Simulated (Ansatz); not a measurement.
```yaml
crystal:
  periodic: [false, false, false]
  atoms:
    - {symbol: O, position_ang: [0.216989, 1.257127, 0.326584]}
    - {symbol: Al, position_ang: [-0.019370, -0.466601, 0.188512]}
    - {symbol: Cl, position_ang: [1.021683, -1.708516, 1.377185]}
    - {symbol: Cl, position_ang: [-1.083260, -1.105616, -1.452774]}
    - {symbol: H, position_ang: [-0.199189, 1.840948, -0.311578]}
basis:
  gaussian: {orbitals: STO-3G, fitting: {mean_field: def2-universal-jkfit}}
total_charge: -1
magnetization: {spin_polarized: true, initial_magnetization: 9}
hamiltonian: {xc: {name: wB97M-V}}
```

```sh
$ ansatz run in.yaml --threads 4 --pin off --events-out ev --progress --plain --max-ram 10444MiB
```

It prints (some lines left out):

```
Functional definition: wB97M-V
479 factors; integrals over basis functions are off by at most 9.1e-3 eV
479 factors; integrals over basis functions are off by at most 3.0e-7 eV
mean field evaluation 1: about -33263.9788 eV, gradient 1.8e1 eV
mean field evaluation 2: about -33268.4132 eV, gradient 4.9e0 eV
mean field evaluation 4: about -33269.3308 eV, gradient 7.3e-1 eV
mean field evaluation 8: about -33269.3678 eV, gradient 4.2e-2 eV
mean field evaluation 16: about -33269.3690 eV, gradient 8.2e-3 eV
mean field evaluation 32: about -33269.3772 eV, gradient 1.5e-2 eV
mean field evaluation 64: about -33269.3742 eV, gradient 6.9e-2 eV
mean field -33269.37721853 eV, -1222.6270619870 hartree, gradient 7.3e-6 eV, S^2 24.750000; 6 other end points of the search recorded, 0 dependent functions left out
reference -33269.37723939 eV, -1222.6270627537 hartree; 33, 24 occupied and 0, 9 virtual orbitals, 479 factors
Total energy: -33269.37723939 eV, -1222.6270627537 hartree
```

In this input the spin is set far too high for this molecule. Self-consistency was reached. The result belongs to that input, not to the molecule as meant.
